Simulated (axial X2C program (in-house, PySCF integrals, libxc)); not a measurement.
Results of a calculation; reference values are marked as such.
ZrBr: input and output

Program: an in-house relativistic program for diatomic molecules.

Input:
```json
{"zs": [40, 35], "q": 0, "bas": ["dyall-cv3z", "dyall-cv3z"], "levels": ["PBE0", "HF", "PW91"], "cc": true, "r0": 2.68, "thr": -1.0, "nmax": 90, "npts": 10, "nst": 2, "ntry": 6}
```
```bash
python so2c.py task.json out
```

Keys: zs atomic numbers; q charge; bas basis sets; levels methods; cc coupled cluster on or off; r0 starting distance in Å; thr threshold in hartree for freezing inner shells (an s shell follows its p shell); nmax most natural virtual spinors; npts points on the curve; nst determinants followed; ntry starts of the search. HF also brings MP2.

Output of the HF step, with spin–orbit coupling, at R = 2.487 Å for the state Ω = 3/2. It starts from PBE0 orbitals of this distance.

```
two-component X2C + atomic mean field  HF
basis functions 263  fitting functions 1311  grid points 5803
iter        total energy     max residual
   1      -6198.527494134     2.69e-01
   2      -6198.559814023     1.05e-02
   3      -6198.561312410     3.80e-03
   4      -6198.561689188     1.90e-03
   5      -6198.561817717     1.49e-03
   6      -6198.561896195     1.27e-03
   7      -6198.561959147     1.01e-03
   8      -6198.562023767     6.75e-04
   9      -6198.562076523     1.35e-04
  10      -6198.562079744     8.00e-05
  11      -6198.562079848     7.28e-05
  12      -6198.562079918     6.54e-05
  13      -6198.562080000     5.56e-05
  14      -6198.562080103     4.07e-05
  15      -6198.562080209     1.80e-05
  16      -6198.562080240     4.14e-06
  17      -6198.562080243     1.97e-06
  18      -6198.562080244     1.17e-06
converged
one-electron -9181.19886346  Coulomb 2891.63215053  exact exchange -204.29306165  xc functional 0.00000000  nuclear repulsion 297.88825705  atomic mean-field constant -2.59056271
correlated 11  virtual 323  natural virtual 90  E(MP2) -0.212788441  MP2 remainder -0.007244325
iter   CCSD correlation   residual
   1     -0.219037833   1.02e-01
   2     -0.224268863   4.80e-02
   3     -0.225876481   3.03e-02
   4     -0.226266023   2.17e-02
   5     -0.226692054   1.48e-02
   6     -0.226937834   8.92e-03
   7     -0.227003750   4.11e-03
   8     -0.227031740   2.16e-03
   9     -0.227026320   1.24e-03
  10     -0.227036688   5.63e-04
  11     -0.227036148   2.26e-04
  12     -0.227037595   1.08e-04
  13     -0.227037416   5.80e-05
  14     -0.227037788   3.16e-05
  15     -0.227037952   1.66e-05
  16     -0.227038058   1.07e-05
  17     -0.227038204   7.83e-06
  18     -0.227038324   5.10e-06
  19     -0.227038396   2.94e-06
  20     -0.227038446   1.71e-06
  21     -0.227038457   1.02e-06
(T) -0.010038087  T1 0.0278  D1 0.0658  max T2 0.119
```
Energies are in hartree; totals compare only within one Hamiltonian and basis. T1 in the output is the amplitude norm over the root of the electron number; divide by √2 for the Lee–Taylor value.
